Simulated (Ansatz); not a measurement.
A nudged elastic band was laid between two geometries of ClH + H4Sn (7 atoms, charge 0, multiplicity 1).

Computed with Ansatz 0.2.0, RKS PBE/def2-SVP.

```yaml
movable_images: 5
climbing_image: yes
spring: 5.0 eV/Å²
optimiser: quadratic models (default)
start_path: through a guess of the saddle point
force_threshold: 0.2 eV/Å
iteration_limit: 60
end_points: relaxed
```

Image 0:

```xyz
7
Properties=species:S:1:pos:R:3
Sn 0.271 0.000 -0.158
H 0.074 0.000 1.567
H 1.962 0.000 -0.497
H -0.467 1.416 -0.799
H -0.467 -1.416 -0.799
Cl -3.131 0.000 1.879
H -1.848 0.000 2.105
```

Image 6:

```xyz
7
Properties=species:S:1:pos:R:3
Sn -0.373 0.000 -0.840
H -0.246 0.000 3.747
H 1.031 0.000 0.163
H -0.514 1.434 -1.786
H -0.514 -1.434 -1.786
Cl -2.243 0.000 0.638
H -0.747 0.000 3.161
```

**Question.** Which bonds break or form, and what moves?

**Answer.** Bonds broken: Sn1–H2, Cl6–H7. Bonds formed: Sn1–Cl6, H2–H7. ClH + H4Sn becomes ClH3Sn + H2.

**Question.** Give the energies along the band, and the barrier.

**Answer.** The forces met the threshold. The highest image is number 2 of 0 to 6, 24.5 kcal/mol above the first end and 38.8 kcal/mol above the last; the last end lies 14.4 kcal/mol below the first. The threshold of 0.2 eV/Å is loose, so the images may lie well off the minimum-energy path. Another band between the same ends (5 images) ends at a top of the same energy, where a vibrational analysis finds 2 clearly imaginary modes. The orbitals stay closed-shell, which can raise the energy where a bond breaks towards radicals; this wasn't checked here.

| image | path coordinate (Å) | energy (kcal/mol) | Sn1–H2 (Å) | Cl6–H7 (Å) | Sn1–Cl6 (Å) |
| --- | --- | --- | --- | --- | --- |
| 0 | 0.00 | 0.0 | 1.74 | 1.30 | 3.97 |
| 1 | 0.78 | 4.4 | 1.77 | 1.33 | 3.30 |
| 2 | 1.55 | 24.5 | 2.03 | 1.69 | 2.79 |
| 3 | 2.35 | 3.1 | 2.54 | 2.15 | 2.47 |
| 4 | 3.16 | -10.5 | 3.16 | 2.46 | 2.39 |
| 5 | 3.96 | -14.1 | 3.92 | 2.79 | 2.38 |
| 6 | 4.76 | -14.4 | 4.59 | 2.93 | 2.38 |

**Question.** What is the geometry of the highest image?

**Answer.** 
```xyz
7
Properties=species:S:1:pos:R:3:forces:R:3
Sn -0.195 0.000 -0.132 0.00 0.00 0.00
H -0.036 0.000 1.886 0.00 0.00 0.00
H 1.550 0.000 -0.022 0.00 0.00 0.00
H -0.683 1.491 -0.831 0.00 0.00 0.00
H -0.683 -1.491 -0.831 0.00 0.00 0.00
Cl -2.572 0.000 1.320 0.00 0.00 0.00
H -0.985 0.000 1.908 0.00 0.00 0.00
```

Run time: 82 s on 1 thread of Arm Neoverse V2, on a shared host, peak memory 0.12 GiB.
